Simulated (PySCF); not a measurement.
## Two-component Hartree-Fock for Ni²⁺ (nickel, charge +2)

Start: [Ar] 3d8; 3d3/2 filled at m_j = -3/2, -1/2, +1/2, +3/2; 3d5/2 filled at m_j = -1/2, +1/2, +3/2, +5/2. Calculated with PySCF 2.14 in x2c-TZVPPall-2c: generalised Hartree-Fock with the X2C-1e Hamiltonian and a Gaussian nucleus; one run each with spin-orbit coupling (SO) switched off, then screened by Boettger's factors.

```json
{"spinor shell": "1s1/2", "electrons": "2", "ε, spin-free (eV)": "-8422.3", "ε, screened SO (eV)": "-8422.2", "weight of nominal j (screened SO)": "1.000", "rms radius, screened SO (bohr)": "0.0624"}
{"spinor shell": "2s1/2", "electrons": "2", "ε, spin-free (eV)": "-1070.3", "ε, screened SO (eV)": "-1070.2", "weight of nominal j (screened SO)": "1.000", "rms radius, screened SO (bohr)": "0.265"}
{"spinor shell": "2p1/2", "electrons": "2", "ε, spin-free (eV)": "-919.57", "ε, screened SO (eV)": "-931.97", "weight of nominal j (screened SO)": "0.999", "rms radius, screened SO (bohr)": "0.236"}
{"spinor shell": "2p3/2", "electrons": "4", "ε, spin-free (eV)": "-919.57", "ε, screened SO (eV)": "-913.47", "weight of nominal j (screened SO)": "0.999", "rms radius, screened SO (bohr)": "0.239"}
{"spinor shell": "3s1/2", "electrons": "2", "ε, spin-free (eV)": "-155.44", "ε, screened SO (eV)": "-155.42", "weight of nominal j (screened SO)": "1.000", "rms radius, screened SO (bohr)": "0.796"}
{"spinor shell": "3p1/2", "electrons": "2", "ε, spin-free (eV)": "-109.38", "ε, screened SO (eV)": "-113.26", "weight of nominal j (screened SO)": "0.802", "rms radius, screened SO (bohr)": "0.841"}
{"spinor shell": "3d3/2", "electrons": "4", "ε, spin-free (eV)": "-38.347", "ε, screened SO (eV)": "-38.288", "weight of nominal j (screened SO)": "0.686", "rms radius, screened SO (bohr)": "1.08"}
{"spinor shell": "3d5/2", "electrons": "4", "ε, spin-free (eV)": "-38.347", "ε, screened SO (eV)": "-38.412", "weight of nominal j (screened SO)": "0.731", "rms radius, screened SO (bohr)": "1.08"}
```

Task: Where does 3p3/2 lie, and what is the 3p spin-orbit splitting (screened SO)?

Result: At -107.44 eV, 5.817 eV above 3p1/2.

| quantity | spin-free | screened SO |
| --- | --- | --- |
| E (hartree) | -1518.21145 | -1518.24866 |
| M_J | 4 | 4 |
| ⟨J²⟩ | 20.007 | 20.007 |
| ⟨L²⟩ | 12.004 | 12.011 |
| ⟨S²⟩ | 2.002 | 2.002 |

Each row is a mean over spinors that exchange with the open shell spreads, by up to 10.879 eV (3p3/2).

Rows whose weight is well below 1 are mixtures of j = l ± 1/2: exchange outweighs spin-orbit coupling there, and the label is only the starting occupation.

Without spin-orbit coupling the j labels of p, d and f shells carry no meaning; the spin-free column gives the mean over the occupied spinors of each nl shell.
